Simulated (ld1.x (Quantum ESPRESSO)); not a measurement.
## Logarithmic derivatives: Co (Z = 27), ultrasoft

ld1.x (Quantum ESPRESSO) 7.5 input, shortened:

```
&input
   title='Co', zed=27., rel=1, dft='PBE', iswitch=3,
   config='[Ar] 3d7.5 4s1.5 4p0'
 /
 &inputp
   pseudotype=3, tm=.true., lloc=-1, rcloc=1.30,
   nlcc=.true., rcore=0.80,
   which_augfun='PSQ', rmatch_augfun_nc=.true.
 /
6
3S  1  0   2.00   0.00  1.05  1.25  0.0
4S  2  0   1.50   0.00  1.05  1.25  0.0
3P  2  1   6.00   0.00  1.35  1.80  0.0
4P  3  1   0.00   0.00  1.35  1.80  0.0
3D  3  2   7.50   0.00  0.85  0.95  0.0
3D  3  2   0.00   0.35  0.85  0.95  0.0
 &test
   configts(1)='3s2 3p6 3d7.5 4s1.5 4p0'
 /
```

The phase is arctan(r·u′/u) with u = r·R(r), unwrapped; energies in Ry, scanned from -9 to 5 Ry. A pole is an energy at which the radial function vanishes at the test radius. The pseudo phase is shifted by a multiple of π to meet the all-electron one at the reference energy, and phase errors are pseudo minus all-electron; the curves can meet again beyond the range given. Levels narrower than the energy grid can be missing from the lists of poles.

Question: For each channel, where are the poles, and over which energies does the pseudopotential scatter like the atom?

Answer:

| channel | radius (bohr) | reference energy (Ry) | poles, all-electron | poles, pseudo | unbroken range about the reference energy with phases within 0.05 rad | phase error 1 Ry above the reference energy (rad) |
| --- | --- | --- | --- | --- | --- | --- |
| s | 1.96 | -0.36 | -7.28, 4.92 | -7.28, 4.95 | the whole range | +0.000 |
| p | 1.96 | -0.08 | -4.52 | -4.52 | below 4.6 | -0.008 |
| d | 1.96 | -0.44 | -0.03 | -0.03 | the whole range | -0.000 |

Phases in the p channel:

```
E (Ry)  all-electron  pseudo
 -9.00         1.389   1.389
 -8.52         1.383   1.382
 -8.04         1.376   1.375
 -7.56         1.368   1.367
 -7.08         1.358   1.357
 -6.60         1.345   1.344
 -6.12         1.328   1.327
 -5.64         1.300   1.298
 -5.16         1.226   1.224
 -4.68        -1.066  -1.067
 -4.20        -1.721  -1.722
 -3.72        -1.781  -1.782
 -3.24        -1.815  -1.816
 -2.76        -1.844  -1.845
 -2.28        -1.875  -1.876
 -1.80        -1.911  -1.912
 -1.32        -1.956  -1.957
 -0.84        -2.016  -2.017
 -0.36        -2.102  -2.102
  0.12        -2.233  -2.233
  0.60        -2.453  -2.455
  1.08        -2.840  -2.853
  1.56        -3.404  -3.438
  2.04        -3.896  -3.940
  2.52        -4.190  -4.232
  3.00        -4.359  -4.401
  3.48        -4.465  -4.507
  3.96        -4.537  -4.581
  4.44        -4.590  -4.638
  4.92        -4.630  -4.684
```
